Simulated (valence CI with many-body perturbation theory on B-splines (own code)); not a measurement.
Hg⁶⁵⁺: calculated level list

Level of theory: relativistic CI+MBPT: five valence electrons over a frozen Dirac-Fock core [Ne], a basis of 11 s, 11 p, 10 d, 8 f, 5 g, 2 h functions for each j, with the one-electron correlation potential Σ1, the two-electron term Σ2, the three-electron term Σ3, Breit, model QED; selected CI, second order for the rest, scaled by the run's own slope (own B-spline code, finite nucleus).

No measured spectrum was set against this ion. As an estimate, large intervals hold to a few tenths of a per cent, small ones and those within an open d or f shell to about a per cent. Among the levels kept, up to 3300 cm⁻¹ of a level comes from second order outside the variational space, and about a tenth of that is noise between levels of different J, which matters for small intervals.

Levels 46 to 90 of 171, with energies above the lowest level, (3s^2 3p1/2^2 3p3/2) J=3/2. "Leading %" is the weight of the configuration and term that name the level; weights of strongly mixed levels are sums over their largest components and can fall short. In the jj column 3d3/2^4 stands for four electrons in 3d with j = 3/2. Lifetimes count E1, E2, E3, M1 and M2 decay at the calculated energies, and are blank where another channel may lead or the interval is too uncertain; long ones can be off by a factor of two.

```csv
No.,Configuration,Term,J,E (× 10³ cm⁻¹),Leading %,Leading jj,Lifetime
46,3s²3p3d²,⁴D°,3/2,9304.4,42,3s^2 3p1/2 3d3/2 3d5/2 (96 %),1.50 ps
47,3s²3p3d²,⁴P°,1/2,9327.9,47,3s^2 3p1/2 3d3/2 3d5/2 (97 %),1.66 ps
48,3s²3p3d²,²H°,9/2,9335.9,53,3s^2 3p1/2 3d3/2 3d5/2 (98 %),2.27 ps
49,3s²3p3d²,⁴D°,5/2,9632.0,23,3s^2 3p1/2 3d3/2 3d5/2 (80 %),104 fs
50,3s²3p3d²,²F°,7/2,9661.9,41,3s^2 3p1/2 3d3/2 3d5/2 (86 %),128 fs
51,3s²3p3d²,²P°,3/2,9716.4,22,3s^2 3p1/2 3d3/2 3d5/2 (83 %),100 fs
52,3s3p⁴,⁴P,3/2,9778.7,32,3s 3p1/2^2 3d3/2^2 (51 %),984 fs
53,3s3p⁴,⁴P,3/2,9790.0,38,3s 3p1/2^2 3d3/2^2 (47 %),832 fs
54,3s3p²3d²,⁴F,5/2,9874.6,22,3s 3p1/2^2 3d3/2^2 (96 %),8.14 ps
55,3s3p⁴,²D,5/2,9955.4,61,3s 3p1/2 3p3/2^3 (86 %),462 fs
56,3s3p²3d²,⁴P,1/2,10061,44,3s 3p1/2^2 3d3/2^2 (96 %),7.80 ps
57,3s3p⁴,²P,1/2,10129,45,3s 3p1/2 3p3/2^3 (71 %),254 fs
58,3s3p⁴,²P,3/2,10149,37,3s 3p1/2 3p3/2^3 (74 %),204 fs
59,3s²3p3d²,⁴D°,7/2,10329,36,3s^2 3p1/2 3d5/2^2 (95 %),1.02 ps
60,3s²3p3d²,²G°,9/2,10348,32,3s^2 3p1/2 3d5/2^2 (98 %),1.39 ps
61,3s²3p3d²,²P°,3/2,10420,28,3s^2 3p1/2 3d5/2^2 (96 %),940 fs
62,3s²3p3d²,²F°,5/2,10430,38,3s^2 3p1/2 3d5/2^2 (98 %),1.11 ps
63,3s²3p²3d,²F,7/2,10507,43,3s^2 3p3/2^2 3d3/2 (98 %),269 fs
64,3s²3p²3d,²D,5/2,10526,26,3s^2 3p3/2^2 3d3/2 (88 %),173 fs
65,3s²3p²3d,⁴P,3/2,10572,21,3s^2 3p3/2^2 3d3/2 (74 %),117 fs
66,3s²3p²3d,⁴P,1/2,10589,39,3s^2 3p3/2^2 3d3/2 (73 %),102 fs
67,3s²3p3d²,²P°,1/2,10663,70,3s^2 3p1/2 3d5/2^2 (96 %),913 fs
68,3s²3p²3d,²D,3/2,10715,66,3s^2 3p3/2^2 3d3/2 (88 %),164 fs
69,3s3p²3d²,⁴F,7/2,10819,29,3s 3p1/2^2 3d3/2 3d5/2 (98 %),2.48 ps
70,3s3p²3d²,⁴F,5/2,10857,22,3s 3p1/2^2 3d3/2 3d5/2 (98 %),2.28 ps
71,3s3p²3d²,⁴P,3/2,10919,29,3s 3p1/2^2 3d3/2 3d5/2 (98 %),2.11 ps
72,3s3p²3d²,²G,9/2,10985,27,3s 3p1/2^2 3d3/2 3d5/2 (97 %),2.02 ps
73,3s3p²3d²,²F,5/2,11000,25,3s 3p1/2^2 3d3/2 3d5/2 (98 %),2.09 ps
74,3s3p²3d²,²G,7/2,11059,33,3s 3p1/2^2 3d3/2 3d5/2 (99 %),2.05 ps
75,3s3p²3d²,²P,3/2,11066,21,3s 3p1/2^2 3d3/2 3d5/2 (96 %),2.09 ps
76,3s3p²3d²,²P,1/2,11121,35,3s 3p1/2^2 3d3/2 3d5/2 (96 %),1.94 ps
77,3s²3p²3d,²F,7/2,11215,50,3s^2 3p3/2^2 3d5/2 (98 %),96.7 ps
78,3s²3p²3d,⁴F,9/2,11230,63,3s^2 3p3/2^2 3d5/2 (99 %),189 ps
79,3s²3p²3d,²P,1/2,11319,59,3s^2 3p3/2^2 3d5/2 (97 %),5.46 ps
80,3s²3p²3d,²D,5/2,11498,74,3s^2 3p3/2^2 3d5/2 (99 %),197 ps
81,3s3p³3d,⁶D°,3/2,11557,26,3s 3p1/2 3p3/2^2 3d3/2 (82 %),887 fs
82,3s²3p²3d,²P,3/2,11600,44,3s^2 3p3/2^2 3d5/2 (96 %),1.04 ps
83,3s3p³3d,⁶D°,1/2,11639,45,3s 3p1/2 3p3/2^2 3d3/2 (97 %),731 fs
84,3s²3p²3d,²D,5/2,11647,51,3s^2 3p3/2^2 3d5/2 (95 %),846 fs
85,3s3p³3d,⁴F°,5/2,11657,37,3s 3p1/2 3p3/2^2 3d3/2 (95 %),920 fs
86,3s3p³3d,⁴G°,7/2,11762,35,3s 3p1/2 3p3/2^2 3d3/2 (97 %),662 fs
87,3p⁵,²P°,3/2,11808,52,3p1/2^2 3p3/2^3 (52 %),238 fs
88,3s3p³3d,²G°,9/2,11889,45,3s 3p1/2 3p3/2^2 3d3/2 (97 %),740 fs
89,3s3p²3d²,⁴F,9/2,11903,31,3s 3p1/2^2 3d5/2^2 (97 %),1.37 ps
90,3s3p³3d,⁴F°,3/2,11959,44,3s 3p1/2 3p3/2^2 3d3/2 (89 %),285 fs
```

Where two levels of one J and parity lie close, their mixing, g and order are uncertain.
